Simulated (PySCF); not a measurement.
**Stationary points of [RuS3]+**

All numbers come from PBE0/[Ru def2-SVP with ECP28, S def2-SVP], scalar-relativistic core potentials, density fitting, no spin–orbit coupling, PySCF.

Relaxations began from a few typed shapes; open shells are unrestricted. The search is not exhaustive: other isomers or separated fragments can lie lower, and high-lying points may rest on an excited occupation.

Order these stationary points by electronic energy, lowest first, in kJ/mol from the lowest minimum.
A. broken-symmetry Ms = 1/2 (⟨S²⟩ 2.12) C2v: Ru–S 2.048 Å, Ru–S 2.136 Å (×2); S–Ru–S 107.2°, S–Ru–S 126.4° (×2)
B. doublet C3v: Ru–S 2.048 Å (×3); S–Ru–S 112.8° (×3)
C. doublet D3h: Ru–S 2.056 Å (×3); S–Ru–S 120.0° (×3)

B (0.0), C (19.4), A (52.3).

Which of them are minima?

By energy in kJ/mol, 0.0: minimum; 19.4: saddle point, 1 imaginary mode; 52.3: minimum.

Formally Ru is in oxidation state +7, d1, with 1 unpaired electron. The Mulliken spin on Ru is 0.56. The polar-tensor charge on Ru, 0.92, is far below the formal one.

For the lowest minimum: open d and f shells are described by one determinant, and the ground state may have another occupation or spin.
